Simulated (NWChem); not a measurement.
Everything below was run with NWChem. System: Pb, charge 0, spin multiplicity 3. Its SCF solution wasn't tested for a lower state. Level: UMP2/def2-QZVP with def2 effective core potentials on Pb, 4 core orbitals frozen.

Part of the output:

```
             Northwest Computational Chemistry Package (NWChem) 7.3.0
             --------------------------------------------------------

                                NWChem Input Module
                                -------------------

 Scaling coordinates for geometry "geometry" by  1.889725989
 (inverse scale =  0.529177249)

                             Geometry "geometry" -> ""
                             -------------------------

 Output coordinates in angstroms (scale by  1.889725989 to convert to a.u.)

  No.       Tag          Charge          X              Y              Z
 ---- ---------------- ---------- -------------- -------------- --------------
    1 Pb                  82.0000     0.00000000     0.00000000     0.00000000

 Effective nuclear repulsion energy (a.u.)       0.0000000000

            Nuclear Dipole moment (a.u.)
            ----------------------------
        X                 Y               Z
 ---------------- ---------------- ----------------
     0.0000000000     0.0000000000     0.0000000000

      Symmetry information
      --------------------

 Group name             D2h
 Group number             26
 Group order               8
 No. of unique centers     1

      Symmetry unique atoms

     1


 Summary of "ao basis" -> "" (spherical)
 ------------------------------------------------------------------------------
       Tag                 Description            Shells   Functions and Types
 ---------------- ------------------------------  ------  ---------------------
 *                         def2-qzvp                  on all atoms

 Summary of "ao basis" -> "ao basis" (spherical)
 ------------------------------------------------------------------------------
       Tag                 Description            Shells   Functions and Types
 ---------------- ------------------------------  ------  ---------------------
 Pb                        def2-qzvp                22       82   7s6p4d4f1g

                                 NWChem SCF Module
                                 -----------------

  ao basis        = "ao basis"
  functions       =    82
  atoms           =     1
  alpha electrons =    12
  beta  electrons =    10
  charge          =   0.00
  wavefunction    = UHF
  use symmetry    = T
  symmetry adapt  = T

 Summary of "ao basis" -> "ao basis" (spherical)
 ------------------------------------------------------------------------------
       Tag                 Description            Shells   Functions and Types
[...]
     2   0 2 0    -23.961159    -17.327590     -6.633570      0.000000
     2   0 1 1      0.000000      0.000000     -0.000000      0.000000
     2   0 0 2    -23.961159    -17.327590     -6.633570      0.000000

                   NWChem MP2 Semi-direct Energy/Gradient Module
                   ---------------------------------------------

  Basis functions       =     82
  Molecular orbitals    =     82
  Frozen core           =      4
  Frozen virtuals       =      0
  Active alpha occupied =      8
  Active beta occupied  =      6
  Active alpha virtual  =     70
  Active beta virtual   =     72
  Use MO symmetry       = T
  Use skeleton AO sym   = T

  AO/Fock/Back tols     =   1.0D-09  1.0D-09  1.0D-09

 GA uses MA = F    GA memory limited = T

 Available:
  local mem=  1.26D+08
 global mem=  1.44D+08
 local disk=  0.00D+00
  mp2_memr nvloc                    70
  nvloc new                    70
   1 passes of   8:        6291456                      59984                   6490889.
   1 passes of   8: M    126125884           G      144165752           F     119834428.

 Semi-direct pass number   1 of   1  for UHF alpha       at        1.3s
  vrange nnbf                  3403
  mp2_eaftype                    24  avail_ma_in_mb                  1099
 EAF : mp2_eaftype filesize          24    3245444.
  mp2_eaf for mointskh                     24
Node 0 wrote     15.2 Mb in      0.0 s     Agg I/O rate:  2583.3 Mb/s
 Done moints_semi at        3.9s
  mp2_eaftype                    24  avail_ma_in_mb                  1075
 EAF : mp2_eaftype filesize          24    3245444.
  mp2_eaf for kh                    24
 Done maket at        4.0s
 Done multipass loop at        4.0s

 GA uses MA = F    GA memory limited = T

 Available:
  local mem=  1.26D+08
 global mem=  1.44D+08
 local disk=  0.00D+00
  mp2_memr nvloc                    72
  nvloc new                    72
   1 passes of   6:        6291456                      49408                   5009903.
   1 passes of   6: M    126125884           G      144165752           F     119834428.

 Semi-direct pass number   1 of   1  for UHF beta        at        4.0s
  vrange nnbf                  3403
  mp2_eaftype                    19  avail_ma_in_mb                  1099
 EAF : mp2_eaftype filesize          19    2504952.
  mp2_eaf for mointskh                     19
Node 0 wrote     11.8 Mb in      0.0 s     Agg I/O rate:  5489.9 Mb/s
 Done moints_semi at        6.5s
  mp2_eaftype                    19  avail_ma_in_mb                  1080
 EAF : mp2_eaftype filesize          19    2504952.
  mp2_eaf for kh                    19
 Done maket at        6.5s
 Done multipass loop at        6.5s

          -------------------------------------------
          SCF energy                -191.836206495100
          Correlation energy          -0.445502825762
          Singlet pairs                0.000000000000
          Triplet pairs                0.000000000000
          Total MP2 energy          -192.281709320862
          -------------------------------------------

          ---------------------------------------------------
                    Spin Component Scaled (SCS) MP2
          Same spin pairs                     -0.163438480448
          Same spin scaling factor             0.333333333333
          Opposite spin pairs                 -0.282064345314
          Opposite spin scaling fact.          1.200000000000
          SCS-MP2 correlation energy          -0.392956707859
          Total SCS-MP2 energy              -192.229163202960
          ---------------------------------------------------

 -----------------------
 Performance information
 -----------------------

 Timer overhead =  1.39D-07 seconds/call

               Nr. of calls         CPU time (s)                 Wall time (s)                GFlops
             ---------------    -------------------     ------------------------------   -------------------
Name         Min   Avg   Max    Min     Avg     Max     Min     Avg     Max   Mx/calls   Min     Max     Sum
mp2: moin     2     2     2    5.1     5.1     5.1      5.1     5.1     5.1     2.5      0.0     0.0     0.0
mp2: make     2     2     2   6.73E-2 6.73E-2 6.73E-2  6.73E-2 6.73E-2 6.73E-2 3.37E-2   0.0     0.0     0.0
mp2: tota     1     1     1    5.3     5.3     5.3      5.3     5.3     5.3     5.3      0.0     0.0     0.0

 The average no. of pstat calls per process was 5.00D+00
 with a timing overhead of 6.96D-07s

 Task  times  cpu:        6.5s     wall:        6.5s

 Total times  cpu:        6.6s     wall:        6.6s
```

**Question.** Write an NWChem input that would produce this output.

**Answer.** This is not unique; one that fits is 
```
start mol
memory heap 200 mb stack 900 mb global 1100 mb
geometry units angstroms nocenter noautoz
  Pb     0.000000     0.000000     0.000000
  symmetry group D2h
end
basis spherical
  * library def2-qzvp
end
ecp
  Pb library def2-ecp
end
scf
  uhf
  nopen 2
  maxiter 100
  thresh 1e-7
  semidirect memsize 60000000 filesize 0
  # guess.movecs holds the orbitals of an unrestricted PBE0 run
  vectors input guess.movecs output mol.movecs
end
mp2
  freeze core 4
end
task mp2 energy
```
